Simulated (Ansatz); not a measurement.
Calculation: frozen-core CCSD(T)/cc-pVTZ // PBE-D3(BJ)/def2-TZVP (Ansatz, an electronic-structure program).

Ansatz 0.2 input:
```yaml
crystal:
  periodic: [false, false, false]
  atoms:
    - { symbol: C, position_ang: [1.966851, -0.43328, 0.443722] }
    - { symbol: C, position_ang: [0.91709, -0.487204, -0.383476] }
    - { symbol: C, position_ang: [-0.094587, 0.596592, -0.575244] }
    - { symbol: Si, position_ang: [-1.745267, 0.152188, 0.25196] }
    - { symbol: H, position_ang: [2.181001, 0.458523, 1.038115] }
    - { symbol: H, position_ang: [2.648171, -1.277478, 0.552531] }
    - { symbol: H, position_ang: [0.744494, -1.40693, -0.95414] }
    - { symbol: H, position_ang: [0.258656, 1.549909, -0.151541] }
    - { symbol: H, position_ang: [-0.298217, 0.764273, -1.64607] }
    - { symbol: H, position_ang: [-2.781627, 1.188788, -0.055617] }
    - { symbol: H, position_ang: [-2.229681, -1.170378, -0.253681] }
    - { symbol: H, position_ang: [-1.566888, 0.064997, 1.733438] }
basis:
  gaussian: { orbitals: cc-pVTZ }
correlation:
  method: ccsd_t
```

Output:

```
Functional definition: HF
1324 factors; integrals over basis functions are off by at most 1.3e-3 eV
mean field evaluation 1: about -11077.8585 eV, gradient 3.1e1 eV
mean field evaluation 2: about -11078.0990 eV, gradient 3.1e1 eV
mean field evaluation 4: about -11081.0390 eV, gradient 3.5e0 eV
mean field evaluation 8: about -11081.0850 eV, gradient 2.6e-1 eV
mean field evaluation 16: about -11077.8569 eV, gradient 3.1e1 eV
mean field -11081.08530413 eV, -407.2223738975 hartree, gradient 2.1e-6 eV, S^2 0.000000; 0 other end points of the search recorded, 0 dependent functions left out
8 core orbitals not correlated
reference -11081.08530413 eV, -407.2223738975 hartree; 12, 12 occupied and 216, 216 virtual orbitals, 1324 factors
second order -17.24165937 eV of doubles, -0.00000000 eV of singles
cycle   1  -18.04903426 eV  change   -8.1e-1 eV  update   9.1e-2
cycle   2  -18.57031839 eV  change   -5.2e-1 eV  update   2.9e-2
cycle   3  -18.64896560 eV  change   -7.9e-2 eV  update   1.2e-2
cycle   4  -18.64568124 eV  change    3.3e-3 eV  update   3.4e-3
cycle   5  -18.64619335 eV  change   -5.1e-4 eV  update   1.1e-3
cycle   6  -18.64620160 eV  change   -8.3e-6 eV  update   3.2e-4
cycle   7  -18.64615043 eV  change    5.1e-5 eV  update   9.0e-5
cycle   8  -18.64617269 eV  change   -2.2e-5 eV  update   4.1e-5
cycle   9  -18.64617581 eV  change   -3.1e-6 eV  update   1.3e-5
perturbative correction -0.77246408 eV, -0.0283875314 hartree
Total energy: -11100.50394403 eV, -407.9359957511 hartree
```

Cost: about 3 core-minutes (a rough figure).
